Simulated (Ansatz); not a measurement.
A run on H$_{6}$Si$_{2}$Te (`[SiH3][SiH2][TeH]`) with other settings.

```yaml
crystal:
  periodic: [false, false, false]
  atoms:
    - {symbol: Si, position_ang: [-0.717518, 1.026836, -1.013446]}
    - {symbol: Si, position_ang: [0.164634, -0.801544, 0.144900]}
    - {symbol: Te, position_ang: [1.364372, 0.127310, 2.131675]}
    - {symbol: H, position_ang: [-1.455707, 0.559591, -2.217116]}
    - {symbol: H, position_ang: [0.382914, 1.931578, -1.438397]}
    - {symbol: H, position_ang: [-1.649681, 1.778566, -0.132477]}
    - {symbol: H, position_ang: [-0.920816, -1.721012, 0.578885]}
    - {symbol: H, position_ang: [1.105872, -1.564244, -0.717837]}
    - {symbol: H, position_ang: [1.814429, -1.383380, 2.646612]}
basis:
  gaussian: {orbitals: def2-mTZVPP}
magnetization: {spin_polarized: true, initial_magnetization: 0}
hamiltonian: {xc: {name: wB97M-V}}
output: {forces: true}
```

```sh
$ ansatz run in.yaml --threads 2 --pin off --events-out ev --progress --plain --max-ram 4352MiB
```

Shortened log:

```
Functional definition: wB97M-V
1213 factors; integrals over basis functions are off by at most 9.2e-4 eV
368 factors; integrals over basis functions are off by at most 1.3e-5 eV
mean field evaluation 1: about -23143.8279 eV, gradient 6.1e0 eV
mean field evaluation 2: about -23144.1454 eV, gradient 2.5e0 eV
mean field evaluation 4: about -23144.1912 eV, gradient 1.8e-1 eV
mean field evaluation 8: about -23144.2055 eV, gradient 1.3e-2 eV
mean field evaluation 16: about -23144.2055 eV, gradient 2.3e-5 eV
mean field -23144.20549768 eV, -850.5338643340 hartree, gradient 2.3e-5 eV, S^2 0.000000; 0 other end points of the search recorded, 0 dependent functions left out
reference -23144.20555534 eV, -850.5338664527 hartree; 29, 29 occupied and 91, 91 virtual orbitals, 1213 factors
Total energy: -23144.20555534 eV, -850.5338664527 hartree
Atom 0 at    -0.717518     1.026836    -1.013446 Å, force    -0.046617     0.113982    -0.059290 eV/Å
Atom 1 at     0.164634    -0.801544     0.144900 Å, force    -0.076025    -0.196859    -0.142616 eV/Å
Atom 2 at     1.364372     0.127310     2.131675 Å, force     0.051278    -0.090068     0.068833 eV/Å
Atom 3 at    -1.455707     0.559591    -2.217116 Å, force     0.080088     0.044279     0.129849 eV/Å
Atom 4 at     0.382914     1.931578    -1.438397 Å, force    -0.115015    -0.095803     0.047611 eV/Å
Atom 5 at    -1.649681     1.778566    -0.132477 Å, force     0.100417    -0.079726    -0.090767 eV/Å
Atom 6 at    -0.920816    -1.721012     0.578885 Å, force     0.135052     0.108374    -0.034186 eV/Å
Atom 7 at     1.105872    -1.564244    -0.717837 Å, force    -0.098527     0.090132     0.115297 eV/Å
Atom 8 at     1.814429    -1.383380     2.646612 Å, force    -0.030652     0.105689    -0.034731 eV/Å
Dipole moment:    -0.075869    -0.079916    -0.128368 e Å
```

It took 19 s on 2 threads of an Arm Neoverse V1 on a shared host, with 0.62 GiB of host memory at the peak.
